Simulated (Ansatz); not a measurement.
`N[AsH]O` + H₂Te → `N[AsH][TeH]` + H₂O at 400 K and 1 bar (ligand exchange at the As–O bond).

Calculated with Ansatz (gas phase, PBE0-D4/def2-TZVP geometries, no zero-point term in ΔE). CBS: MP2 limit from def2 TZ/QZ plus the TZ coupled-cluster correction, frozen cores. This one scheme is used for every species. def2 core potentials past Kr. For As, Te outer-core shells are correlated without core-valence functions, which leaves a few kJ/mol of doubt a bond. Scalar relativity is left out up to krypton. One conformer a species, not always the lowest.

```csv
species,CCSD(T)/CBS energy (Eh),H − E (kJ/mol),S (J/(mol·K))
`N[AsH]O`,-2367.29883,150.9,318.5
H₂Te,-268.91024,45.0,239.1
`N[AsH][TeH]`,-2559.85306,136.2,361.1
H₂O,-76.37941,69.8,198.6
```

H − E and S are ideal-gas, rigid-rotor, harmonic terms from PBE0-D4/def2-TZVP, for one conformer and one mirror image of each species. 1 Eh = 2625.50 kJ/mol, R = 8.31446 J/(mol·K).

Task: By hand: ΔE, ΔH, ΔS and ΔG.

Result: ΔE = (-2559.85306) + (-76.37941) − (-2367.29883) − (-268.91024) = -0.02340 Eh = -61.4 kJ/mol. Δ(H − E) = 136.2 + 69.8 − 150.9 − 45.0 = 10.1, so ΔH = -51.3 kJ/mol. ΔS = 361.1 + 198.6 − 318.5 − 239.1 = 2.1 J/(mol·K). ΔG = -51.3 − 400 × (2.1)/1000 = -52.1 kJ/mol.

Task: By hand: the equilibrium constant, and the temperature at which ΔG would vanish if ΔH and ΔS stayed fixed.

Result: log₁₀ K = −ΔG/(RT ln 10) = 6.8. ΔH and −TΔS have one sign here, so there is no such temperature.

The number of gas molecules stays the same, so ΔS is small and ΔH decides. A doubt of 5 kJ/mol in ΔE shifts log₁₀ K by 0.7 here. Other conformers and mirror images would add mixing entropy, several J/(mol·K) or more a flexible species. These are equilibria of isolated gas molecules and say nothing of rates. Largest T1 diagnostic: 0.012 (customary marks: 0.02 for closed shells, 0.045 for open ones).

ΔS is within the doubt of such terms, so its sign, and with it that verdict, could turn.
